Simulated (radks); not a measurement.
Values are calculated unless marked as measured or tabulated.
The hafnium ion Hf+ inside a hard spherical wall (all orbitals vanish at R), configuration held at [Xe] 4f14 5d1 6s2 and not refilled when levels cross. Code: a radial shooting solver on a logarithmic mesh with Libxc functionals. Model: scalar-relativistic Kohn-Sham, LDA (Slater exchange, Perdew-Wang correlation), spin-unpolarised, spherical densities, point nucleus. Eigenvalues in eV, with the zero of energy where the potential of the charges vanishes at infinity; a dash marks a level that is unbound or too diffuse for the functional's potential to be trusted. A positive occupied level is held by the wall or, in an anion where self-interaction has pushed it up, behind a barrier. The pressure on the wall is -dE/dV.

| R (bohr) | E (hartree) | kinetic (hartree) | e(5p) | e(4f) | e(6s) | e(5d) | e(6p, empty) | e(7s, empty) | pressure (GPa) |
|---|---|---|---|---|---|---|---|---|---|
| free | -15068.9533 | 16509.064 | -44.946 | -26.430 | -12.084 | -10.948 | -7.040 | -3.246 | 0 |
| 15 | -15068.9533 | 16509.064 | -44.946 | -26.430 | -12.084 | -10.948 | -7.040 | -3.214 | < 0.0001 |
| 10 | -15068.9532 | 16509.065 | -44.941 | -26.425 | -12.080 | -10.944 | -7.019 | -2.504 | 0.00241 |
| 8 | -15068.9518 | 16509.082 | -44.870 | -26.352 | -12.018 | -10.881 | -6.831 | -0.642 | 0.0855 |
| 6 | -15068.9241 | 16509.292 | -44.177 | -25.625 | -11.282 | -10.251 | -5.327 | 6.695 | 2.68 |
| 3.5 | -15067.9751 | 16513.482 | -37.455 | -18.083 | 3.148 | -2.209 | 16.318 | 68.662 | 284 |
| 2.5 | -15063.5795 | 16530.671 | -22.238 | -1.013 | 51.326 | 19.442 | 76.955 | 203.94 | 3910 |
